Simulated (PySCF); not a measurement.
In(Br)(OH)2 (BrH2InO2), SMILES [OH][In]([OH])[Br].

Coordinates come from a B3LYP-D3(BJ)/def2-SVP optimisation. The structure was generated by enumeration; whether it is a known compound was not checked. The def2 effective core potentials stand for the cores of In; spin–orbit coupling is left out. Other conformers were not sampled.

Computed with B3LYP-D3(BJ)/def2-SVP run with PySCF.

Frequencies are harmonic and unscaled.

Computed normal modes with their intensities:
```tsv
mode	ν (cm⁻¹)	IR (km/mol)	Raman (Å⁴/amu)	depolarisation	moving atoms (share of kinetic energy)
1	90	6.6	2.0	0.74	O 56 %, In 20 %, Br 17 %
2	119	16.9	0.1	0.75	O 56 %, In 35 %
3	120	22.2	3.1	0.69	O 79 %, H 11 %
4	251	21.8	8.7	0.18	Br 61 %, In 35 %
5	266	194.5	0.6	0.75	H 93 %
6	282	0.2	0.7	0.75	H 91 %, O 9 %
7	589	45.5	28.3	0.08	O 91 %
8	619	73.8	9.0	0.66	O 82 %, In 17 %
9	825	58.4	1.1	0.70	H 94 %
10	853	94.9	1.2	0.74	H 93 %
11	3804	70.8	173.1	0.29	H 94 %
12	3815	57.7	125.6	0.24	H 94 %
```
